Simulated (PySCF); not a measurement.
Electrostatic solvation of a mixed set.

Computed with PySCF at PBE0/pcSseg-1, non-relativistic, each on one gas-phase PBE0-D3(BJ)/def2-SVP geometry that isn't relaxed in the solvent. The solvent is an IEF-PCM continuum (van der Waals radii × 1.2). Specific hydrogen bonds and non-electrostatic terms are outside this model.

Problem. Order them by E(solvent) − E(gas) in acetonitrile (ε = 35.69), most negative first (kcal/mol).
A. `[CH3:1][P:2]1[CH2:3][CH2:4][C:5]([SiH3:6])=[C:7]1[SiH3:8]` with C1–P2–C3–C4 79°, P2–C3–C4–C5 24°, C3–C4–C5–Si6 163°, C1–P2–C7–C5 -92°
B. `[CH3:1][CH2:2][N:3]([CH2:4][CH3:5])[P+:6]([CH3:7])([CH3:8])[CH3:9]` (charge +1) with C1–C2–N3–C4 -85°, C2–N3–C4–C5 -85°
C. `[CH3:1][CH:2]([CH3:3])[P:4]([CH3:5])[CH2:6][C:7]#[N:8]` with C1–C2–P4–C5 -69°, C2–P4–C6–C7 165°
D. `[CH3:1][C:2]1=[CH:3][C:4](=[O:5])[CH2:6][C:7]([CH3:8])([CH3:9])[CH2:10]1` with C2–C3–C4–O5 -177°, C3–C4–C6–C7 -34°, C4–C6–C7–C8 -66°, C6–C7–C10–C2 -48°

Solution. B (-49.8), C (-8.1), D (-6.8), A (-2.6).

```
                 SMILES  charge  ΔE (kcal/mol)  polarisation term (kcal/mol)  HOMO shift (eV)  dipole gas (D)  dipole solvent (D)  atoms
     CCN(CC)[P+](C)(C)C       1          -49.8                         -50.8            +3.82               –                   –     28
          CC(C)P(C)CC#N       0           -8.1                         -10.1            +0.16            4.83                6.30     20
   CC1=CC(=O)CC(C)(C)C1       0           -6.8                          -8.4            -0.25            4.33                6.03     24
CP1CCC([SiH3])=C1[SiH3]       0           -2.6                          -3.2            -0.01            1.87                2.73     21
```

The ion comes first with 49.8 kcal/mol, the neutral species gain 8.1 at most. The polarisation term is half the interaction of the solute with the induced surface charges. No dipole is given for ions, as it depends on the origin.
